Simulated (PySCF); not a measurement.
PySCF input for Ir(OH)2 (H₂IrO₂), SMILES [Ir]([OH])[OH] (connectivity only; charge and spin as stated), neutral, multiplicity 4, TDA-PBE/def2-SVPD. Coordinates come from a PBE-D3(BJ)/def2-TZVP optimisation. The multiplicity is an assumed one; other spin states were not compared. The def2 effective core potentials stand for the cores of Ir; spin–orbit coupling is left out. The values are those of a single conformer.

```python
import numpy as np
from pyscf import gto, scf, dft, tdscf

mol = gto.M(
    atom='''
    Ir   -0.00000000   -0.00000000   -0.03241215
    O     1.88952072   -0.05846202    0.05667223
    H     2.35203119    0.37572703    0.79448993
    O    -1.88952072    0.05846203    0.05667223
    H    -2.35203118   -0.37572703    0.79448994
    ''',
    basis='def2-SVPD',
    ecp={'Ir': 'def2-svp'},
    charge=0,
    spin=3,
    max_memory=1600,
    verbose=4,
)
mf = dft.UKS(mol, xc='pbe').density_fit(auxbasis='def2-universal-jkfit')
mf.grids.level = 3
mf.conv_tol = 1e-9
mf.max_cycle = 100
mf.kernel()
fine, coarse = mf.grids, dft.Grids(mol).set(level=1).build(with_non0tab=True)
for _ in range(3):  # follow internal instabilities
    mf.grids = coarse
    mo, _, stable, _ = mf.stability(return_status=True, nroots=4)
    mf.grids = fine
    if stable:
        break
    mf.kernel(mf.make_rdm1(mo, mf.mo_occ))
mf.grids = dft.Grids(mol).set(level=1).build(with_non0tab=True)  # coarser grid for the response kernel
td = tdscf.TDA(mf)
td.nstates = 10
td.conv_tol = 1e-4
td.positive_eig_threshold = 1e-6
td.kernel(x0=td.get_init_guess(mf, 15))
td.analyze(verbose=3)
```

Log of the run:

```
PySCF version 2.14.0

[INPUT] verbose = 4
[INPUT] num. atoms = 5
[INPUT] num. electrons = 35
[INPUT] charge = 0
[INPUT] spin (= nelec alpha-beta = 2S) = 3
[INPUT] symmetry False subgroup None
[INPUT] Mole.unit = angstrom
[INPUT] Symbol           X                Y                Z      unit          X                Y                Z       unit  Magmom
[INPUT]  1 Ir     0.000000000000   0.000000000000  -0.032412150000 AA    0.000000000000   0.000000000000  -0.061250086608 Bohr   0.0
[INPUT]  2 O      1.889520720000  -0.058462020000   0.056672230000 AA    3.570676667491  -0.110477206489   0.107094993568 Bohr   0.0
[INPUT]  3 H      2.352031190000   0.375727030000   0.794489930000 AA    4.444694785535   0.710021184296   1.501368376425 Bohr   0.0
[INPUT]  4 O     -1.889520720000   0.058462030000   0.056672230000 AA   -3.570676667491   0.110477225386   0.107094993568 Bohr   0.0
[INPUT]  5 H     -2.352031180000  -0.375727030000   0.794489940000 AA   -4.444694766638  -0.710021184296   1.501368395322 Bohr   0.0

nuclear repulsion = 102.922600290287
number of shells = 39
number of NR pGTOs = 146
number of NR cGTOs = 97
basis = def2-SVPD
ecp = {'Ir': 'def2-svp'}


[settings echo left out]
init E= -244.089727914808
  alpha nocc = 19  HOMO = -0.609870459826478  LUMO = -0.357029291874284
  beta  nocc = 16  HOMO = -0.678051635532271  LUMO = -0.620435034999141

WARN: HOMO -0.609870459826478 >= LUMO -0.620435034999141

cycle= 1 E= -255.366014021895  delta_E= -11.3  |g|= 0.846  |ddm|= 5.96
  alpha nocc = 19  HOMO = 0.0655673796549422  LUMO = 0.103530301740679
  beta  nocc = 16  HOMO = 0.0241781717948619  LUMO = 0.0459873499348902

WARN: HOMO 0.0655673796549422 >= LUMO 0.0459873499348902

cycle= 2 E= -248.464114147257  delta_E=  6.9  |g|= 2.91  |ddm|= 16.7
  alpha nocc = 19  HOMO = -0.230299540056611  LUMO = -0.037007793367891
  beta  nocc = 16  HOMO = -0.277342182072615  LUMO = -0.270699328170332

WARN: HOMO -0.230299540056611 >= LUMO -0.270699328170332

cycle= 3 E= -254.791580805662  delta_E= -6.33  |g|= 1.33  |ddm|= 16.4
  alpha nocc = 19  HOMO = -0.247969231248607  LUMO = -0.0385679081367954
  beta  nocc = 16  HOMO = -0.245959380390709  LUMO = -0.244375618541489
  HOMO = -0.245959380391  LUMO = -0.244375618541  gap/eV = 0.04310
cycle= 4 E= -255.735136384844  delta_E= -0.944  |g|= 0.136  |ddm|= 1.63
  alpha nocc = 19  HOMO = -0.194394818913381  LUMO = -0.0171050239395865
  beta  nocc = 16  HOMO = -0.177139623551165  LUMO = -0.174429764040567
  HOMO = -0.177139623551  LUMO = -0.174429764041  gap/eV = 0.07374
cycle= 5 E= -255.7326822563  delta_E= 0.00245  |g|=  0.2  |ddm|= 1.44
  alpha nocc = 19  HOMO = -0.202750243188674  LUMO = -0.0189308562116219
  beta  nocc = 16  HOMO = -0.194136271118905  LUMO = -0.18315310809548
  HOMO = -0.194136271119  LUMO = -0.183153108095  gap/eV = 0.29887
cycle= 6 E= -255.744230829531  delta_E= -0.0115  |g|= 0.136  |ddm|= 0.294
  alpha nocc = 19  HOMO = -0.213174947311131  LUMO = -0.022389052187812
  beta  nocc = 16  HOMO = -0.20497204192538  LUMO = -0.193418244972911
  HOMO = -0.204972041925  LUMO = -0.193418244973  gap/eV = 0.31439
cycle= 7 E= -255.750188070809  delta_E= -0.00596  |g|= 0.0843  |ddm|= 0.0953
  alpha nocc = 19  HOMO = -0.221375815063087  LUMO = -0.0240783678920146
  beta  nocc = 16  HOMO = -0.215324874634316  LUMO = -0.202363627094953
  HOMO = -0.215324874634  LUMO = -0.202363627095  gap/eV = 0.35269
cycle= 8 E= -255.753617777476  delta_E= -0.00343  |g|= 0.0204  |ddm|= 0.0991
  alpha nocc = 19  HOMO = -0.222415386259094  LUMO = -0.0250716299966547
  beta  nocc = 16  HOMO = -0.218053749916453  LUMO = -0.205102025359285
  HOMO = -0.218053749916  LUMO = -0.205102025359  gap/eV = 0.35243
cycle= 9 E= -255.753823379914  delta_E= -0.000206  |g|= 0.00618  |ddm|= 0.0806
  alpha nocc = 19  HOMO = -0.222138964289009  LUMO = -0.0248389901813601
  beta  nocc = 16  HOMO = -0.217437465015497  LUMO = -0.204861010994463
  HOMO = -0.217437465015  LUMO = -0.204861010994  gap/eV = 0.34222
cycle= 10 E= -255.753841435101  delta_E= -1.81e-05  |g|= 0.00197  |ddm|= 0.0128
  alpha nocc = 19  HOMO = -0.221982588038331  LUMO = -0.0247412463029029
  beta  nocc = 16  HOMO = -0.217193981727039  LUMO = -0.20459949511673
  HOMO = -0.217193981727  LUMO = -0.204599495117  gap/eV = 0.34271
cycle= 11 E= -255.753843075177  delta_E= -1.64e-06  |g|= 0.000875  |ddm|= 0.00261
  alpha nocc = 19  HOMO = -0.222023169310958  LUMO = -0.0247375903032258
  beta  nocc = 16  HOMO = -0.217164236166294  LUMO = -0.204572772016191
  HOMO = -0.217164236166  LUMO = -0.204572772016  gap/eV = 0.34263
cycle= 12 E= -255.753843383717  delta_E= -3.09e-07  |g|= 0.000467  |ddm|= 0.00134
  alpha nocc = 19  HOMO = -0.222024319944426  LUMO = -0.0247196287895789
  beta  nocc = 16  HOMO = -0.217120418950993  LUMO = -0.204527779279022
  HOMO = -0.217120418951  LUMO = -0.204527779279  gap/eV = 0.34266
cycle= 13 E= -255.753843489391  delta_E= -1.06e-07  |g|= 0.000181  |ddm|= 0.000962
  alpha nocc = 19  HOMO = -0.222033427267653  LUMO = -0.0247175673134937
  beta  nocc = 16  HOMO = -0.217116003522901  LUMO = -0.204522006827886
  HOMO = -0.217116003523  LUMO = -0.204522006828  gap/eV = 0.34270
cycle= 14 E= -255.753843503685  delta_E= -1.43e-08  |g|= 7.73e-05  |ddm|= 0.000341
  alpha nocc = 19  HOMO = -0.222039487822985  LUMO = -0.0247170140269509
  beta  nocc = 16  HOMO = -0.217111729638185  LUMO = -0.204516054776576
  HOMO = -0.217111729638  LUMO = -0.204516054777  gap/eV = 0.34275
cycle= 15 E= -255.753843506914  delta_E= -3.23e-09  |g|= 9.03e-06  |ddm|= 0.000258
  alpha nocc = 19  HOMO = -0.222038811708205  LUMO = -0.0247168098514954
  beta  nocc = 16  HOMO = -0.217110741326243  LUMO = -0.204514863847184
  HOMO = -0.217110741326  LUMO = -0.204514863847  gap/eV = 0.34275
cycle= 16 E= -255.753843506957  delta_E= -4.35e-11  |g|= 2.68e-06  |ddm|= 1.44e-05
  alpha nocc = 19  HOMO = -0.222038940363701  LUMO = -0.0247166486897471
  beta  nocc = 16  HOMO = -0.217110768191568  LUMO = -0.204514992591216
  HOMO = -0.217110768192  LUMO = -0.204514992591  gap/eV = 0.34275
Extra cycle  E= -255.753843506946  delta_E= 1.07e-11  |g|= 5.2e-06  |ddm|= 8.58e-06
converged SCF energy = -255.753843506946  <S^2> = 3.7553637  2S+1 = 4.002681
tot grids = 24240
uhf_internal: lowest eigs of H = [0.00012751 0.02167508 0.07363031 0.08618983]
<class 'pyscf.df.df_jk.DFUKS'> wavefunction is stable in the internal stability analysis
tot grids = 24240
Overwritten attributes  positive_eig_threshold  of <class 'pyscf.tdscf.uks.TDA'>


******** <class 'pyscf.tdscf.uks.TDA'> for <class 'pyscf.df.df_jk.DFUKS'> ********
nstates = 10
deg_eia_thresh = 1.000e-03
wfnsym = None
conv_tol = 0.0001
eigh lindep = 1e-12
eigh level_shift = 0
eigh max_cycle = 100


Excitation energies (eV)
[0.3630731  0.37814856 1.17842013 1.33177573 1.69744094 1.80687921
 2.39713928 2.98597712 3.31637465 3.3670705 ]

** Excitation energies and oscillator strengths **
Excited State   1:      0.36307 eV   3414.85 nm  f=0.0000
Excited State   2:      0.37815 eV   3278.72 nm  f=0.0000
Excited State   3:      1.17842 eV   1052.12 nm  f=0.0004
Excited State   4:      1.33178 eV    930.97 nm  f=0.0002
Excited State   5:      1.69744 eV    730.42 nm  f=0.0000
Excited State   6:      1.80688 eV    686.18 nm  f=0.0002
Excited State   7:      2.39714 eV    517.22 nm  f=0.0008
Excited State   8:      2.98598 eV    415.22 nm  f=0.0001
Excited State   9:      3.31637 eV    373.85 nm  f=0.0000
Excited State  10:      3.36707 eV    368.23 nm  f=0.0002
```

The calculation finished and met its thresholds.
